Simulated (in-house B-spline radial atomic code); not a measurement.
A run on neutral terbium that did not converge. Method: scalar-relativistic (X2C) HSE06, spin-polarised, spherical fractional occupations, Fermi nucleus of rms radius 5.06 fm; computed with a B-spline radial code for spherical atoms.

Command:
```bash
python run_scf.py task.json out
```
Settings (nuclear radius in fm, mass in u):
```
Z                65
configuration    [Xe] 4f9 6s2
hamiltonian      x2c
method           hse06
spin_polarised   True
nucleus          fermi
rms_radius       5.06
atomic_mass      158.92535
speed_of_light   137.035999084
```

First and last ten iterations of the last attempt (damped for 15 steps, keeping 80 % of the old Fock matrix, then DIIS):
```
 iter        energy (Eh)    residual
    1      -11663.537211    6.99e-01
    2      -11669.301857    1.22e+00
    3      -11688.294672    7.83e-01
    4      -11698.539814    4.82e-01
    5      -11703.698135    3.08e-01
    6      -11706.103264    2.04e-01
    7      -11707.145628    1.32e-01
    8      -11707.578265    8.23e-02
    9      -11707.761980    5.73e-02
   10      -11707.847742    4.13e-02
  111      -11707.113177    1.18e-01
  112      -11658.167389    4.83e-01
  113      -11637.425042    5.99e-01
  114      -11660.938076    4.87e-01
  115      -11707.777382    5.12e-02
  116      -11707.884503    3.02e-02
  117      -11707.918586    2.11e-02
  118      -11707.939412    1.27e-02
  119      -11706.348847    1.16e-01
  120      -11707.950660    4.61e-03
 not converged after 120 iterations
```

The smallest residual met was 1.1e-03; the threshold is about 6e-07. No energy from this run should be used. Cost of the run: 29 s on 1 thread of Arm Neoverse V2 (shared host).
